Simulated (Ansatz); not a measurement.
Basis-set extrapolation for CH₅BCl₃N, SMILES `C[NH2+][B-](Cl)(Cl)Cl` (PBE0-D4/def2-TZVP geometry, frozen core, Ansatz 0.2.0). Multiplicity 1, RHF reference.

```csv
,def2-TZVPP,def2-QZVPP
HF,-1498.647120,-1498.690439
MP2 correlation,-1.082894,-1.176353
CCSD(T) correlation,-1.195330,not run
```

Energies in hartree. Use E(X) = E(∞) + A·exp(−7.88·√X) for Hartree–Fock and E(X) = E(∞) + B·X^(−2.97) for correlation, with X = 3 and 4, and add CCSD(T) minus MP2 of the smaller set to the MP2 limit.

Question: What is the CCSD(T) energy at the basis-set limit?

Answer: HF limit: -1498.690439 + (-0.043319) × 0.13774 = -1498.69641. MP2 limit: -1.176353 + (-0.093459) × 0.74074 = -1.24558. Higher-order term: -1.195330 − (-1.082894) = -0.11244. Total: -1500.05443 hartree, 556.6 kJ/mol below CCSD(T)/def2-TZVPP.
